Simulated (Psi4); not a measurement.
Psi4 input (wB97X-D/6-31G*):

```
memory 1500 MB

molecule {
1 1
O     1.12597235    0.31349809   -0.45928207
B     0.00766325   -0.00083978    0.02086262
O    -1.16366227   -0.30936783    0.35667418
H     2.03405412   -0.00587611   -0.34018973
H    -1.77085104   -0.02296707    1.05673972
symmetry c1
no_reorient
no_com
}

set {
  basis 6-31G*
  reference rks
  scf_type pk
  dft_radial_points 99
  dft_spherical_points 590
  e_convergence 1e-8
  d_convergence 1e-7
  maxiter 150
}

e = energy('wb97x-d')
print_out(f'\nFINAL {e:.10f} DIPOLE {variable("CURRENT DIPOLE")[0]:.6f} {variable("CURRENT DIPOLE")[1]:.6f} {variable("CURRENT DIPOLE")[2]:.6f}\n')
```

From the last part of the output:

```
      27A      0.861066    28A      0.954334    29A      0.961894
      30A      0.977874    31A      1.023095    32A      1.126678
      33A      1.263459    34A      1.296045    35A      1.427977
      36A      1.522329    37A      1.664532    38A      1.698324
      39A      1.739989    40A      2.034434    41A      2.097675
      42A      2.185591    43A      2.661386    44A      2.670828
      45A      2.799274    46A      2.915088    47A      3.496348
      48A      3.669212    49A      3.856402

    Final Occupation by Irrep:
              A
    DOCC [    11 ]
    NA   [    11 ]
    NB   [    11 ]

  @RKS Final Energy:  -176.21463184333189

   => Energetics <=

    Nuclear Repulsion Energy =             61.1835055581678660
    One-Electron Energy =                -355.6039753090049089
    Two-Electron Energy =                 133.3977042329119058
    DFT Exchange-Correlation Energy =     -15.1914922165099782
    Empirical Dispersion Energy =          -0.0003741088967971
    VV10 Nonlocal Energy =                  0.0000000000000000
    Total Energy =                       -176.2146318433318868

Computation Completed

Properties will be evaluated at   0.000000,   0.000000,   0.000000 [a0]

Properties computed using the SCF density matrix

 Multipole Moments:

 ------------------------------------------------------------------------------------
     Multipole            Electronic (a.u.)      Nuclear  (a.u.)        Total (a.u.)
 ------------------------------------------------------------------------------------

 L = 1.  Multiply by 2.5417464519 to convert [e a0] to [Debye]
 Dipole X            :          0.2764700           -0.0000001            0.2764699
 Dipole Y            :         -0.0302970            0.0000000           -0.0302970
 Dipole Z            :          0.7526680           -0.0000001            0.7526679
 Magnitude           :                                                    0.8024105

 ------------------------------------------------------------------------------------

FINAL -176.2146318433 DIPOLE 0.276470 -0.030297 0.752668

*** Psi4 exiting successfully. Buy a developer a beer!
```

The dipole moment of an ion depends on the origin.
